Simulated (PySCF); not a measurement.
# C₆ coefficients of unlike pairs at UHF

Calculated with PySCF 2.14 from the dipole response of each species, C₆(A,B) = (3/π) ∫ α_A(iu) α_B(iu) du, in atomic units, from isotropic polarisabilities. For ions this is the dispersion term alone; charge-induced terms of lower order in 1/R come first.

| species | configuration | basis | relativity | α (bohr³) | C₆ (like pair) |
| --- | --- | --- | --- | --- | --- |
| I²⁺ | [Kr] 4d10 5s2 5p3 (4S) | aug-cc-pwCVTZ-PP with ECP28MDF (8s7p6d4f1g) | core potential | 14.02 | 98.71 |
| Ar³⁺ | [Ne] 3s2 3p3 (4S) | aug-cc-pV(T+d)Z (6s5p4d2f) | none | 3.707 | 10.07 |
| Ca | [Ar] 4s2 (1S) | dyall-av2z (17s13p4d) | none | 185.1 | 2764 |
| Cl³⁺ | [Ne] 3s2 3p2 (3P) | aug-cc-pCVTZ-DK with one added diffuse shell each of s, p, d, f type (9s8p6d4f) | spin-free X2C | 4.465 | 12.21 |

Task: Estimate C₆ for Ar³⁺ with I²⁺.

Result: The integral gives 31.12. The combination rule 2 C_A C_B / (C_A α_B/α_A + C_B α_A/α_B) gives 30.97 and the geometric mean 31.53.

No spin-orbit coupling is included.

The other pairs:

| pair | C₆ |
| --- | --- |
| Cl³⁺, Ca | 123.3 |
| Cl³⁺, Ar³⁺ | 11.04 |
| Ca, I²⁺ | 373.6 |
| Cl³⁺, I²⁺ | 34.58 |
| Ca, Ar³⁺ | 105.2 |
